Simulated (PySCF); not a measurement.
An element was calculated at PBE (PySCF 2.14, ECP, a quadruple-zeta basis, no spin-orbit coupling), in the ground configurations that NIST lists.

| Item | Value |
| --- | --- |
| electron affinity | 1.412 eV |
| first ionisation energy | 7.850 eV |
| second ionisation energy | 15.700 eV |
| third ionisation energy | 34.294 eV |
| polarisability of the atom | 46.5 bohr³ |

Task: Which element is it?

Result: Germanium (Ge, Z = 32), in aug-cc-pVQZ-PP with one added diffuse shell each of s, p, d, f, g type with ECP10MDF. NIST lists 7.899, 15.935, 34.058 eV for these ionisation energies.
